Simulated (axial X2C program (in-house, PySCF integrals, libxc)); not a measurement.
**Levels of BeC⁺ by electron attachment to BeC²⁺ (EOM-EA-CCSD)**

Calculated with an in-house all-electron X2C program for linear molecules (integrals from PySCF): two-component X2C with atomic mean-field Coulomb and Gaunt terms, Gaussian nuclei, basis C dyall-av3z, Be dyall-acv3z with contracted cores.

R = 1.809 Å (1.150 times 1.573 Å, the PBE0 minimum at charge 1 for the lowest determinant).

Levels of BeC⁺ obtained by attaching an electron to BeC²⁺:

```
  Ω  binding energy (eV)  above lowest (cm⁻¹)                 attached spinor  one-particle weight
1/2               16.383                    0             72% C pπ, 17% Be pπ                 0.86
3/2               16.381                   18             72% C pπ, 17% Be pπ                 0.86
1/2               14.860                12283  47% Be sσ, 31% Be pσ, 11% C pσ                 0.98
```

This point took 3.5 s on 1 thread of Arm Neoverse V1 (shared host).

Reference electrons by ω block (each with its −ω partner): 1/2: 4. 4 electrons of BeC²⁺ correlated (inner shells frozen), 92 natural virtual spinors (a truncated set); levels can be off by some tenths of an eV. Roots sought by Ω: (1/2: 5, 3/2: 4, 5/2: 2, 7/2: 1); rows need 60 % one-particle weight and stop where some Ω has no more roots. Missing are any skipped roots, higher Ω and states of a further excitation; these come out far too high here and may in truth be low or lowest. T1 of the reference 0.020 (Lee–Taylor). The reference was not checked to be the lowest state of its species. Number of frozen shells: C 1 s; Be 1 s.
